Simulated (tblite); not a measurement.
C2H6N2Si2.
SMILES: `C(#C)[SiH]1N[SiH2]N1`

Method: GFN2-xTB as coded in tblite; computed harmonic values from a numerical Hessian at the method's own geometry, unscaled. The method is semi-empirical: single wavenumbers can be off by several per cent or more. Modes of hydrogen on silicon can be 10 to 20 % off.

Harmonic wavenumbers (cm⁻¹): 68.9, 99.0, 158.2, 166.6, 256.4, 279.3, 380.9, 436.7, 439.2, 501.7, 555.2, 603.5, 636.8, 678.0, 678.5, 699.4, 754.0, 789.0, 842.1, 860.7, 929.6, 1065.2, 1106.4, 2213.5, 2234.1, 2249.6, 2270.6, 3348.1, 3531.5, 3541.4.

A = 5941, B = 1418, C = 1386 MHz; mass 114.007 u (most abundant isotopes); point group Cs, symmetry number 1.

Task: Zero-point energy?

Result: Half the sum of the wavenumbers: 16187 cm⁻¹ = 46.28 kcal/mol.

Task: Give the ideal-gas entropy at 273.15 K and 1 bar in the rigid-rotor, harmonic-oscillator model (classical rotation).

Result: Translation 39.70, rotation 27.45, vibration 20.49: S = 87.6 cal/(mol K).

Task: And Cp and H(273.15 K) − H(0)?

Result: Cp = 32.03 cal/(mol K), of which vibrations give 24.08 (their classical limit is 30 R = 59.6); H(273.15 K) − H(0) = 5.34 kcal/mol without the zero-point energy, 3.17 from vibrations.

Task: What must be added to the electronic energy to get the Gibbs energy at 273.15 K and 1 bar?

Result: ZPE + [H(273.15 K) − H(0)] − T·S = 46.28 + 5.34 − 23.94 = 27.68 kcal/mol.

Task: Blend soft modes into free rotors: weight 1/[1 + (100 cm⁻¹/ν̃)⁴] for the oscillator and the rest for a rotor with moment μB/(μ + B), μ = h/(8π²ν), B = 10⁻⁴⁴ kg m². What vibrational entropy results?

Result: 19.51 cal/(mol K) in place of 20.49, which changes −T·S at 273.15 K by +0.27 kcal/mol.

Hindered rotation and anharmonicity are outside this model.
